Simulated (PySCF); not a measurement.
Gas-phase equilibrium of 1 mol NaCl, 2.7 mol H2O at 1400 K and 0.00133 bar, among 21 species (ClO, O2, HCl, O, HO2, H2O, H, HOCl, Na, H2O2, O3, Na2, H2, Na2(OH)2, NaCl, NaOH, Cl, Cl2, Na2O, Na2Cl2, OH). Only gases are allowed; each row takes one source of thermochemistry for all species, and Cantera finds the minimum.

Energies from PySCF, thermal terms from the rigid-rotor harmonic-oscillator model, ideal gas at 1 bar. 'Table' is the NASA 1993 thermochemical table (part measured, part estimated). † marks an energy on the PBE0/def2-TZVP geometry and frequencies. Open shells (unrestricted) among the columns below: O2 (multiplicity 3), Na (multiplicity 2); the rest are closed-shell singlets. B3LYP is the form with VWN-RPA correlation. The harmonic model lacks anharmonicity and excited electronic states, which grow with temperature; levels with a mode under 35 cm⁻¹ are left out. Soft modes under 120 cm⁻¹ make the harmonic entropy rough for Na2Cl2. The table's entry may be an old estimate for Na2Cl2 (not checked at source).

Molecules larger than those listed are left out. Table species left out: NaH, NaO.

Mole fractions:

| thermochemistry | x H2O | x NaCl | x H2 | x HCl | x Na | x O2 | x Na2Cl2 |
|---|---|---|---|---|---|---|---|
| table | 0.73 | 0.27 | 0.00046 | 0.0021 | 0.00073 | 0.00039 | 0.00070 |
| B3LYP/def2-TZVP† | 0.72 | 0.26 | 0.0028 | 0.0041 | 0.0030 | 0.0021 | 0.00050 |
| BLYP/def2-TZVP† | 0.71 | 0.26 | 0.0065 | 0.0059 | 0.0043 | 0.0043 | 0.00026 |
| PBE/def2-TZVP† | 0.72 | 0.26 | 0.0034 | 0.0065 | 0.0055 | 0.0031 | 0.00055 |
| r2SCAN/def2-TZVP† | 0.72 | 0.26 | 0.0039 | 0.0033 | 0.0022 | 0.0024 | 0.0011 |
| LDA/def2-TZVP† | 0.73 | 0.26 | 0.00038 | 0.0045 | 0.0027 | 0.00086 | 0.0021 |
The most sensitive of these is H2: it spans a factor of 10^1.2 over these rows; at this temperature one factor of ten is RT ln 10 = 27 kJ/mol.
